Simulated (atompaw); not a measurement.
What one change does to a pseudopotential (titanium, PAW (atompaw))

```json
{
  "Element": "Ti (Z = 22)",
  "Generator": "atompaw 4.2.0.5",
  "Type": "PAW",
  "Functional": "LDA (PW92)",
  "Relativity": "scalar-relativistic",
  "Frozen core": "[Ne] 3s2",
  "Valence charge": "10",
  "Reference configuration": "3p6 3d2 4s2 4p0",
  "Partial waves": "4s (bound): rc 2.35 bohr; 4s channel at 3.35 Ry: rc 2.40 bohr; 3p (bound): rc 1.50 bohr; 4p (bound, empty): rc 2.40 bohr; 3d (bound): rc 2.40 bohr; 3d channel at 0.35 Ry: rc 2.40 bohr",
  "Local potential": "troulliermartins scheme with l = 3 at 1 Ry, radius 1.95 bohr",
  "Core correction": "smooth core density matched at 1.65 bohr",
  "Augmentation charge": "sinc compensation charge, radius 2.25 bohr; PAW radius 2.40 bohr; waves and projectors: custom rrkj gramschmidtortho"
}
```

Change: all radii scaled by about 1.25 (s 2.94, p 1.88, d 3.00 bohr); local potential troulliermartins scheme with l = 3 at 1 Ry, radius 2.44 bohr; augmentation sinc compensation charge, radius 2.82 bohr; PAW radius 3.00 bohr; waves and projectors: custom rrkj gramschmidtortho; core correction smooth core density matched at 2.06 bohr.

Cutoffs: the cutoffs (Ry, on a coarse ladder) from which the occupation-weighted sum of valence levels, in a spherical-Bessel basis at the reference potential, stays within 10 and 1 mRy of its value at 400 Ry; they do not see the model core or the augmentation charge, which bear on the density cutoff.

What does the change do?

The potential gets softer (35 Ry and 60 Ry → 25 Ry and 40 Ry); the bound ghost in s disappears. A larger radius leaves more room for a smooth pseudo-wave, so fewer plane waves are needed.

| quantity | base | changed |
| --- | --- | --- |
| cutoff, loose | 35 Ry | 25 Ry |
| cutoff, tight | 60 Ry | 40 Ry |
| loose cutoff by channel (10 mRy a level) | s 6 Ry, p 30 Ry, d 12 Ry | s 6 Ry, p 18 Ry, d 10 Ry |
| bound ghosts | s | none |
| lowest overlap eigenvalue by channel | s 0.72, p 0.51, d 0.41 | s 0.67, p 0.57, d 0.85 |

 A true bound ghost makes a file unfit for plane-wave use even where its test errors are small: the radial tests pick states by their node count and pass the ghost by. The cutoffs see the waves, projectors and local potential, not the compensation charge or the core.
